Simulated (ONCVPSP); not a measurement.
**cadmium (Cd), ONCV: configuration errors across variants**

```
Element                 : Cd
Generator               : ONCVPSP 4.0.1
Type                    : optimised norm-conserving Vanderbilt (ONCV)
Functional              : PBE
Relativity              : scalar-relativistic
Frozen core             : [Ar] 3d10
Valence charge          : 20
Reference configuration : 4s2 4p6 4d10 5s1 (charge +1)
Partial waves           : 4s+5s: rc 1.45 bohr, ncon 5, nbas 9, qcut 7.1 1/bohr, 2 projectors; 4p: rc 1.50 bohr, ncon 4, nbas 7, qcut 9.3 1/bohr, 1 projector; 4d: rc 1.50 bohr, ncon 3, nbas 8, qcut 11.8 1/bohr, 2 projectors, debl 1.4 Ha
Local potential         : polynomial inside 1.40 bohr (lpopt 1, dvloc0 3 Ha)
Core correction         : Teter function, fcfact 4, rcfact 1.35
```

All-electron excitation energies from the reference (eV): (1) 4s2 4p6 4d10 5s2 -9.273; (2) 4s2 4p6 4d10 5s0 17.126; (3) 4s2 4p6 4d9 5s0 55.135; (4) 4s2 4p5 4d10 5s2 64.927.

Errors AE − PS in meV (a dash: test not solved or not reliable):

| change | (1) | (2) | (3) | (4) | bound ghosts | GHOST(+) flags above zero |
| --- | --- | --- | --- | --- | --- | --- |
| base | +1.1 | -4.0 | -7.7 | -83 | none | none |
| p: rc 1.06; local potential polynomial inside 1.06 bohr (lpopt 1, dvloc0 3 Ha) | +1.1 | -4.0 | -7.6 | -40 | none | none |
| p: rc 1.18; local potential polynomial inside 1.18 bohr (lpopt 1, dvloc0 3 Ha) | +1.3 | -4.0 | -7.1 | -41 | none | none |
| p: rc 1.32; local potential polynomial inside 1.32 bohr (lpopt 1, dvloc0 3 Ha) | +1.1 | -4.0 | -7.9 | -60 | none | none |
| p: rc 1.44 | +1.1 | -4.0 | -7.9 | -76 | none | none |
| p: rc 1.62 | +1.1 | -3.9 | -7.3 | -96 | none | none |
| p: rc 1.78 | +1.1 | -3.9 | -7.0 | -104 | none | none |
| p: rc 1.86 | +1.1 | -3.9 | -7.1 | -100 | none | none |
| p: rc 2.2 | +1.0 | -4.2 | -9.4 | -52 | none | none |

**Question.** Give the same row for: p: rc 2.02.

**Answer.** +1.1, -3.9, -7.1, -101; bound ghosts: none; GHOST(+) flags above zero: none.
